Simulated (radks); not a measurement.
Values are calculated unless marked as measured or tabulated.
Problem. The mean radii <r> (bohr) of the occupied orbitals of an atom or ion are listed with their occupations. Code: a radial shooting solver on a logarithmic mesh with Libxc functionals. Model: scalar-relativistic Kohn-Sham, r2SCAN, spin-polarised, spherical densities, finite nucleus; meta-GGA in the generalised Kohn-Sham scheme; Fermi nuclear charge, rms radius of each element as measured or else 0.836 A^(1/3) + 0.57 fm.

| orbital | occ. | <r> |
|---|---|---|
| 1s down | 1 | 0.01687 |
| 1s up | 1 | 0.01687 |
| 2s up | 1 | 0.07112 |
| 2s down | 1 | 0.07112 |
| 2p up | 3 | 0.06425 |
| 2p down | 3 | 0.06425 |
| 3s up | 1 | 0.1837 |
| 3s down | 1 | 0.1837 |
| 3p up | 3 | 0.1850 |
| 3p down | 3 | 0.1850 |
| 3d up | 5 | 0.1677 |
| 3d down | 5 | 0.1677 |
| 4s up | 1 | 0.4069 |
| 4s down | 1 | 0.4070 |
| 4p up | 3 | 0.4330 |
| 4p down | 3 | 0.4331 |
| 4d up | 5 | 0.4579 |
| 4d down | 5 | 0.4578 |
| 5s up | 1 | 0.9146 |
| 5s down | 1 | 0.9075 |
| 4f up | 7 | 0.4964 |
| 4f down | 7 | 0.4939 |
| 5p up | 3 | 1.030 |
| 5p down | 3 | 1.020 |
| 5d up | 4 | 1.258 |

Name the element and its charge. Open shells, if any, are filled with parallel spins first.

Solution. Z = 79, gold, charge +7: Au7+ in [Xe] 4f14 5d4. The 1s radius gives Z: for a bare nucleus <r> = (2 gamma + 1)/(2Z) with gamma = sqrt(1 - (Z/c)^2), 0.01667 bohr for Z = 79, and screening makes it slightly larger (0.01687 here). The occupations add up to 72, and the charge is Z minus that.
